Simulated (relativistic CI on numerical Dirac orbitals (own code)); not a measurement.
## What each ingredient does to the levels of Pt LI

Base calculation: Dirac-Coulomb-Breit CI, separate exchange-only KLI orbitals for each configuration, QED by a radiative potential, unscaled Slater integrals.

CI space (outside the closed core [Ne]): 3s²3p⁶3d¹⁰, 3s²3p⁶3d⁹4s, 3s²3p⁶3d⁹4p, 3s²3p⁶3d⁹4d, 3s²3p⁵3d¹⁰4s, 3s²3p⁶3d⁹4f, 3s²3p⁵3d¹⁰4p, 3s²3p⁶3d⁸4s², 3s²3p⁵3d¹⁰4d, 3s²3p⁶3d⁸4s4p, 3s3p⁶3d¹⁰4s, 3s²3p⁶3d⁹5s, 3s²3p⁵3d¹⁰4f, 3s²3p⁶3d⁸4p², 3s²3p⁶3d⁸4s4d, 3s²3p⁶3d⁹5p, 3s3p⁶3d¹⁰4p, 3s²3p⁵3d⁹4s², 3s²3p⁶3d⁹5d, 3s²3p⁶3d⁸4p4d, 3s²3p⁶3d⁹5f, 3s²3p⁵3d⁹4s4p, 3s²3p⁶3d⁹5g, 3s3p⁶3d¹⁰4d, 3s²3p⁶3d⁸4d², 3s²3p⁵3d⁹4p², 3s²3p⁵3d⁹4s4d, 3s3p⁶3d¹⁰4f, 3s3p⁶3d⁹4s², 3s²3p⁵3d¹⁰5s, 3s²3p⁶3d⁹6s, 3s²3p⁴3d¹⁰4s², 3s²3p⁶3d⁹6p, 3s²3p⁵3d⁹4p4d, 3s²3p⁵3d¹⁰5p, 3s²3p⁶3d⁹6d. Levels of other configurations are missing.

Variants: (1) Breit term removed; (2) non-relativistic limit. Shifts of the energy above 3s²3p⁶3d¹⁰ ¹S0, in eV, for the lowest level and the first level of each name with at least 55 % of one term (blank where a level changes its place among those of its configuration and J or its character, or is not in the variant):

| Level | Base | Δ(1) | Δ(2) |
| --- | --- | --- | --- |
| 3s²3p⁶3d¹⁰ ¹S0 | 0.00 | 0.00 | 0.00 |
| 3s²3p⁶3d⁹4s ³D3 | 1798.64 | +1.27 | +218.45 |
| 3s²3p⁶3d⁹4s ¹D2 | 1800.68 | +1.18 |  |
| 3s²3p⁶3d⁹4s ³D1 | 1884.59 | +2.85 | +132.49 |
| 3s²3p⁶3d⁹4s ³D2 | 1885.87 | +2.95 |  |
| 3s²3p⁶3d⁹4p ³F°2 | 1990.92 | +1.59 | +116.07 |
| 3s²3p⁶3d⁹4p ³F°4 | 2040.95 | +1.39 | +66.04 |
| 3s²3p⁶3d⁹4p ¹P°1 | 2044.24 | +1.15 | +69.03 |
| 3s²3p⁶3d⁹4p ³D°3 | 2046.55 | +1.20 |  |
| 3s²3p⁶3d⁹4p ³P°0 | 2123.39 | +2.69 | -20.44 |
| 3s²3p⁶3d⁹4d ¹P1 | 2228.01 | +2.58 | +31.60 |
| 3s²3p⁶3d⁹4d ³G5 | 2229.85 | +2.78 | +29.25 |
| 3s²3p⁶3d⁹4d ³D3 | 2234.20 | +2.44 | +27.27 |
| 3s²3p⁶3d⁹4d ³F4 | 2236.26 | +2.49 |  |

At this charge energies of transitions that change n are usually good to better than 1 %, and those within a shell (Δn = 0) to a few per cent.

Ionisation energy from the two ground configurations alone: base 4708.7 eV; Breit term removed 4712.38 eV. The NIST ASD value (measured) is 4715 eV.

LS names give the leading component of a level, which can be under half, so a name can repeat, a term be missing and a line seem to break the LS rules.
